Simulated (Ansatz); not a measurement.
ClGa, triplet, at a GFN2-xTB geometry (such geometries of metal compounds can be far from the true shape) (the spin is typed, not shown lowest).

Ansatz (a quantum-chemistry and plane-wave program) was given this input:
Ansatz 0.2 input:
```yaml
crystal:
  periodic: [false, false, false]
  atoms:
    - {symbol: Ga, position_ang: [-0.00000000, -0.00000000, -0.78750881]}
    - {symbol: Cl, position_ang: [0.00000000, 0.00000000, 1.43604548]}
basis:
  gaussian:
    orbitals: 6-311G__.json
hamiltonian:
  xc: r2scan
magnetization: {spin_polarized: true, initial_magnetization: 2}
```
The basis file holds 6-311G** in the JSON format of the Basis Set Exchange.

Task: What is the computed number of basis functions (R2SCAN/6-311G** in Ansatz)?

Result: 71

Task: What <S^2> does R2SCAN/6-311G** give?

Result: 2.004

Task: Predict the total energy from R2SCAN/6-311G**.

Result: -2384.9190 Eh
